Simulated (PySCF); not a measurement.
Record of a relaxation.

C₈H₁₃N.
Numbering: `[CH3:1][N:2]([CH3:3])[C:4]1=[CH:5][CH2:6][CH2:7][CH:8]=[CH:9]1` (hydrogens: H10, H11, H12 on C1; H13, H14, H15 on C3; H16 on C5; H17, H18 on C6; H19, H20 on C7; H21 on C8; H22 on C9)

Method: PBE0-D3(BJ)/def2-SVP geometry optimisation, gas phase in PySCF; density fitting, grid level 1; the optimiser is geomeTRIC in internal coordinates, started from a GFN2-xTB structure with every atom displaced at random (about 0.01 Å). The frame can shift and turn from step to step; on so coarse a grid that alone can change the energy by a few meV, and forces under 0.02 eV/Å are noise.

Step 0: E = -9978.3639 eV, largest atomic force 2.114 eV/Å
```
atom  x, y, z in Å  |  force x, y, z in eV/Å
C1      2.246   -0.237   -1.167   -1.103   1.641   0.100
N2      1.577    0.233    0.043    1.499  -0.277  -0.228
C3      2.256   -0.215    1.219    0.224   0.556  -0.122
C4      0.217    0.214    0.064   -2.071  -0.211   0.367
C5     -0.568   -0.318    1.040    0.203   0.054   0.243
C6     -2.064   -0.152    1.044    0.441  -0.163  -0.388
C7     -2.596   -0.161   -0.379   -0.216   0.901   0.289
C8     -1.779    0.775   -1.239   -1.959  -0.521  -0.014
C9     -0.493    0.922   -1.002    1.488   0.245  -0.440
H10     2.325   -1.308   -1.188    0.152  -1.122  -0.065
H11     1.642    0.095   -2.031    0.299  -0.189   0.018
H12     3.229    0.229   -1.225    0.415   0.000  -0.126
H13     2.186   -1.290    1.365   -0.009  -0.754   0.144
H14     3.311    0.064    1.142    0.266  -0.061  -0.003
H15     1.858    0.277    2.102   -0.240   0.206   0.381
H16    -0.132   -0.781    1.918    0.222  -0.185   0.189
H17    -2.325    0.800    1.535   -0.132   0.150   0.098
H18    -2.527   -0.957    1.629   -0.056  -0.033   0.098
H19    -3.659    0.123   -0.383   -0.019   0.073  -0.083
H20    -2.564   -1.164   -0.794    0.154  -0.699  -0.281
H21    -2.314    1.288   -2.047    0.318   0.081  -0.015
H22     0.109    1.568   -1.634    0.125   0.307  -0.161
```

Step 1: E = -9978.5228 eV, largest atomic force 0.545 eV/Å
```
atom  x, y, z in Å  |  force x, y, z in eV/Å
C1      2.973    0.599   -0.568    0.154  -0.426   0.093
N2      2.315    1.015    0.646   -0.419   0.076  -0.033
C3      2.984    0.571    1.834   -0.022  -0.138   0.048
C4      0.908    0.986    0.646    0.543  -0.002   0.052
C5      0.155    0.453    1.638   -0.089   0.004  -0.088
C6     -1.340    0.593    1.602   -0.052   0.073   0.125
C7     -1.884    0.604    0.179   -0.025  -0.218  -0.076
C8     -1.073    1.509   -0.698    0.239   0.037   0.011
C9      0.242    1.669   -0.472   -0.272  -0.028   0.031
H10     3.043   -0.517   -0.637    0.001   0.299  -0.053
H11     2.435    0.949   -1.454   -0.069   0.053  -0.062
H12     3.997    1.004   -0.606    0.002   0.000  -0.001
H13     2.896   -0.529    2.002    0.006   0.108  -0.006
H14     4.055    0.811    1.763    0.025   0.010  -0.011
H15     2.575    1.082    2.717   -0.006   0.008  -0.003
H16     0.615   -0.024    2.504    0.012  -0.007   0.005
H17    -1.635    1.537    2.110   -0.004  -0.043  -0.006
H18    -1.811   -0.219    2.178    0.000   0.027  -0.014
H19    -2.943    0.899    0.169   -0.028   0.006   0.013
H20    -1.850   -0.426   -0.243    0.010   0.128   0.038
H21    -1.546    2.020   -1.540   -0.056   0.016  -0.017
H22     0.834    2.339   -1.096    0.050   0.017  -0.043
```

Step 2: E = -9978.5295 eV, largest atomic force 0.192 eV/Å
```
atom  x, y, z in Å  |  force x, y, z in eV/Å
C1      2.981    0.598   -0.568    0.024  -0.058  -0.018
N2      2.316    1.011    0.645   -0.184  -0.056   0.007
C3      2.982    0.567    1.835    0.036  -0.032   0.043
C4      0.915    0.983    0.648    0.117   0.036  -0.054
C5      0.150    0.457    1.635    0.036  -0.051   0.076
C6     -1.346    0.598    1.606    0.024   0.047  -0.021
C7     -1.886    0.601    0.180   -0.021  -0.038  -0.012
C8     -1.070    1.505   -0.696    0.043   0.021  -0.024
C9      0.243    1.665   -0.470   -0.078   0.007  -0.029
H10     3.052   -0.509   -0.659   -0.022   0.059   0.014
H11     2.442    0.963   -1.452    0.009   0.013  -0.001
H12     4.004    1.004   -0.600   -0.007   0.010   0.007
H13     2.892   -0.529    2.007   -0.005   0.024  -0.002
H14     4.054    0.806    1.765   -0.001   0.001   0.000
H15     2.571    1.081    2.716    0.000   0.005   0.000
H16     0.607   -0.021    2.502    0.009  -0.010   0.015
H17    -1.643    1.541    2.111    0.003  -0.005  -0.009
H18    -1.818   -0.211    2.184    0.012  -0.003   0.003
H19    -2.947    0.895    0.167    0.002   0.007  -0.009
H20    -1.848   -0.426   -0.238    0.015   0.019   0.011
H21    -1.546    2.014   -1.539   -0.012   0.003   0.010
H22     0.839    2.329   -1.101   -0.001   0.002  -0.007
```

Step 3: E = -9978.5289 eV, largest atomic force 0.149 eV/Å
```
atom  x, y, z in Å  |  force x, y, z in eV/Å
C1      2.989    0.599   -0.565   -0.018   0.145  -0.031
N2      2.311    1.007    0.643    0.061  -0.035  -0.069
C3      2.964    0.557    1.841    0.057   0.059  -0.013
C4      0.915    0.986    0.634    0.016  -0.039   0.082
C5      0.162    0.459    1.631   -0.131   0.021  -0.024
C6     -1.334    0.605    1.607    0.003  -0.025  -0.010
C7     -1.882    0.598    0.183   -0.026   0.051   0.031
C8     -1.076    1.504   -0.702   -0.049  -0.023   0.017
C9      0.236    1.667   -0.483    0.106   0.004  -0.007
H10     3.054   -0.502   -0.670   -0.016  -0.086   0.018
H11     2.464    0.980   -1.452    0.028  -0.003   0.021
H12     4.015    1.001   -0.578   -0.003   0.001  -0.002
H13     2.867   -0.536    2.012   -0.011  -0.028   0.002
H14     4.037    0.792    1.780   -0.011  -0.004  -0.006
H15     2.546    1.075    2.717    0.010   0.003  -0.003
H16     0.627   -0.017    2.497   -0.029   0.008  -0.029
H17    -1.629    1.549    2.108   -0.001   0.017  -0.005
H18    -1.801   -0.202    2.191   -0.018  -0.008   0.006
H19    -2.944    0.888    0.174    0.009  -0.006  -0.002
H20    -1.840   -0.429   -0.230    0.014  -0.038  -0.009
H21    -1.563    2.011   -1.541    0.015  -0.004   0.016
H22     0.828    2.330   -1.119   -0.007  -0.011   0.015
```

Step 4: E = -9978.5309 eV, largest atomic force 0.098 eV/Å
```
atom  x, y, z in Å  |  force x, y, z in eV/Å
C1      2.985    0.600   -0.567   -0.006   0.094  -0.027
N2      2.312    1.006    0.646    0.009  -0.054  -0.013
C3      2.973    0.560    1.839    0.029   0.037  -0.004
C4      0.915    0.982    0.642   -0.016  -0.005   0.030
C5      0.155    0.457    1.635   -0.027   0.018  -0.020
C6     -1.341    0.605    1.605    0.003  -0.021  -0.006
C7     -1.883    0.598    0.180   -0.024   0.032   0.018
C8     -1.072    1.502   -0.701   -0.022  -0.017   0.014
C9      0.240    1.663   -0.476    0.054   0.008  -0.020
H10     3.051   -0.502   -0.669   -0.011  -0.052   0.012
H11     2.454    0.979   -1.450    0.022  -0.002   0.012
H12     4.009    1.005   -0.585   -0.001  -0.001   0.001
H13     2.881   -0.534    2.011   -0.009  -0.016   0.001
H14     4.046    0.798    1.772   -0.007  -0.003  -0.003
H15     2.560    1.077    2.718    0.004   0.004  -0.001
H16     0.614   -0.019    2.503   -0.009   0.002  -0.009
H17    -1.636    1.550    2.105    0.001   0.012  -0.006
H18    -1.812   -0.201    2.188   -0.009  -0.003   0.006
H19    -2.945    0.890    0.167    0.005  -0.004  -0.002
H20    -1.842   -0.429   -0.233    0.012  -0.024  -0.004
H21    -1.554    2.011   -1.542    0.010   0.001   0.009
H22     0.835    2.325   -1.111   -0.006  -0.003   0.011
```

Step 5: E = -9978.5314 eV, largest atomic force 0.049 eV/Å
```
atom  x, y, z in Å  |  force x, y, z in eV/Å
C1      2.986    0.603   -0.567    0.000   0.021   0.005
N2      2.312    1.004    0.646   -0.010  -0.027   0.003
C3      2.975    0.558    1.839    0.007   0.014  -0.007
C4      0.915    0.982    0.643    0.015   0.013   0.002
C5      0.151    0.459    1.635    0.006  -0.003   0.012
C6     -1.345    0.607    1.605    0.003  -0.004   0.001
C7     -1.884    0.596    0.179    0.011   0.007   0.003
C8     -1.069    1.499   -0.700   -0.021   0.020  -0.038
C9      0.243    1.662   -0.477   -0.015  -0.038   0.027
H10     3.048   -0.500   -0.671   -0.001  -0.008  -0.004
H11     2.460    0.987   -1.450    0.003   0.003   0.001
H12     4.011    1.005   -0.581    0.000  -0.004   0.003
H13     2.881   -0.536    2.012   -0.003  -0.002   0.004
H14     4.047    0.795    1.770   -0.001  -0.003  -0.001
H15     2.563    1.076    2.718    0.001   0.002   0.001
H16     0.608   -0.016    2.504    0.001  -0.005  -0.001
H17    -1.640    1.554    2.101    0.002   0.005  -0.004
H18    -1.817   -0.198    2.190    0.002   0.004   0.003
H19    -2.946    0.888    0.163    0.003   0.000  -0.008
H20    -1.841   -0.433   -0.231    0.008  -0.003  -0.001
H21    -1.550    2.007   -1.542   -0.003   0.007  -0.003
H22     0.838    2.325   -1.111   -0.008  -0.001   0.003
```

Step 6: E = -9978.5319 eV, largest atomic force 0.031 eV/Å
```
atom  x, y, z in Å  |  force x, y, z in eV/Å
C1      2.986    0.607   -0.566   -0.001  -0.014   0.021
N2      2.311    0.999    0.649   -0.003  -0.003   0.005
C3      2.977    0.554    1.841   -0.017   0.001  -0.009
C4      0.914    0.979    0.648   -0.010   0.008  -0.028
C5      0.147    0.460    1.638    0.017  -0.005   0.018
C6     -1.348    0.611    1.603   -0.006   0.001   0.002
C7     -1.884    0.595    0.176   -0.005  -0.007  -0.009
C8     -1.069    1.496   -0.705    0.009  -0.013   0.022
C9      0.243    1.656   -0.475    0.004   0.011  -0.015
H10     3.045   -0.496   -0.679    0.007   0.011  -0.013
H11     2.464    1.000   -1.448   -0.006   0.003  -0.004
H12     4.012    1.006   -0.574    0.002  -0.006   0.004
H13     2.882   -0.540    2.015    0.001   0.003   0.005
H14     4.049    0.790    1.767    0.002  -0.003   0.001
H15     2.569    1.074    2.720   -0.001   0.000   0.003
H16     0.601   -0.014    2.510    0.004  -0.004   0.004
H17    -1.642    1.562    2.093    0.004   0.001  -0.001
H18    -1.823   -0.189    2.191    0.000   0.008  -0.002
H19    -2.945    0.885    0.155   -0.005  -0.007   0.002
H20    -1.836   -0.436   -0.229    0.001   0.006   0.000
H21    -1.546    2.004   -1.548    0.001   0.003   0.001
H22     0.839    2.318   -1.107    0.003   0.007  -0.006
```

Step 7: E = -9978.5321 eV, largest atomic force under 0.02 eV/Å
```
atom  x, y, z in Å  |  force x, y, z in eV/Å
C1      2.987    0.609   -0.565   -0.004   0.002   0.010
N2      2.310    0.997    0.650    0.012  -0.003   0.001
C3      2.974    0.551    1.842   -0.009   0.003  -0.006
C4      0.914    0.979    0.646   -0.012  -0.001  -0.008
C5      0.147    0.462    1.639    0.008   0.004   0.000
C6     -1.348    0.614    1.603   -0.005  -0.003   0.002
C7     -1.883    0.594    0.176    0.001   0.000  -0.001
C8     -1.068    1.494   -0.706   -0.002  -0.003   0.006
C9      0.244    1.656   -0.477    0.005   0.001  -0.001
H10     3.045   -0.494   -0.684    0.002   0.001  -0.005
H11     2.469    1.008   -1.446    0.000   0.000  -0.002
H12     4.015    1.005   -0.567    0.002  -0.004   0.001
H13     2.876   -0.542    2.017    0.000   0.001   0.003
H14     4.047    0.784    1.770    0.001  -0.002   0.001
H15     2.566    1.072    2.720    0.000   0.000   0.002
H16     0.601   -0.012    2.511    0.002  -0.002  -0.001
H17    -1.642    1.567    2.090    0.002   0.002  -0.002
H18    -1.824   -0.184    2.193   -0.003   0.004   0.001
H19    -2.945    0.882    0.153   -0.003  -0.005   0.001
H20    -1.833   -0.438   -0.228    0.001   0.002   0.000
H21    -1.546    2.001   -1.549    0.001   0.002   0.000
H22     0.839    2.318   -1.111   -0.001   0.002  -0.001
```

**Question.** Summarise the path.

**Answer.** The energy falls by 16.23 kJ/mol from step 0 to step 7; nine tenths of that is first reached at step 1. It rises by more than 0.2 meV at step 3. The largest force goes from 2.114 to under 0.02 eV/Å. Among the bonds N2–C4 changes most (a near tie, within 0.001 Å, with another), from 1.360 to 1.396 Å; the atoms move by 0.059 Å rms after alignment.

What follows is the cost of the whole optimisation. The run took 92 s of wall time on Intel Xeon 6975P-C, one thread, shared host with 192 logical CPUs at a one-minute load of 18, and the process peaked at 0.84 GiB of memory.
